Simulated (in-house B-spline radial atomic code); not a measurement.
# PBE excitations of Ta⁵⁺

Method: PBE. Computed with a B-spline radial code for spherical atoms: linear response of the closed shell [Xe] 4f14 with the functional's adiabatic kernel; scalar-relativistic (spin-free one-electron X2C), finite nucleus, no spin-orbit coupling, no double excitations, S, P, D and F terms only; shells from n = 3 respond. Only terms of natural parity with L up to 3 were computed.

Spin-orbit coupling is strong here, so these LS terms don't match observed levels.

Command:
```bash
python run_td.py task.json out
```
Settings (radii: box in bohr, nucleus in fm):
```
Z                        73
electrons                68
configuration            [Xe] 4f14
hamiltonian              x2c
method                   pbe,pbe
box_radius               16.35
rms_radius               5.3507
intervals                70
```

Run time, properties included: 6.6 s on 1 thread of Arm Neoverse N1 (shared host).

The lowest states, in the order of their Tamm-Dancoff energies; the method's threshold (minus the highest occupied level) is 82.27 eV. Labels give the largest channel, * marks a mixed state, and oscillator strengths are full-response dipole values. Semilocal kernels can invert the small singlet-triplet splittings of Rydberg terms. Energies in eV:

| state | full response | Tamm-Dancoff | oscillator strength |
| --- | --- | --- | --- |
| 4f → 5d 3P | 27.493 | 27.531 | - |
| 4f → 5d 3F | 27.840 | 27.859 | - |
| 4f → 5d 1F | 28.488 | 28.499 | - |
| 4f → 5d 1P | 29.947 | 30.19 | 0.146 |
| 4f → 6s 3F | ? | ? | - |
| 4f → 6s 1F | 35.39 | 35.39 | - |
| 5p → 5d 3P | 39.32 | 39.38 | - |
| 5p → 5d 3F | 39.70 | 39.77 | - |
| 5p → 5d 1F | ? | ? | - |
| 4f → 6p 3D | 44.56 | 44.57 | - |
| 4f → 6p 1D | 44.88 | 44.89 | - |
| 5p → 6s 3P | 47.91 | 47.92 | - |

Task: Where does 5p → 5d 1F lie?

Result: At 41.87 eV in full response, 41.91 eV in Tamm-Dancoff.

Task: Where does 4f → 6s 3F lie?

Result: At 35.23 eV in full response, 35.23 eV in Tamm-Dancoff.

Task: How large is the singlet-triplet splitting of 4f → 5d (F terms) in Tamm-Dancoff?

Result: 0.64 eV, from the unrounded values.

Task: What polarisabilities and dispersion coefficient does the method give?

Result: Dipole 2.538 bohr³, quadrupole 3.596 bohr⁵, C6 10.56 hartree·bohr⁶ for two such species.
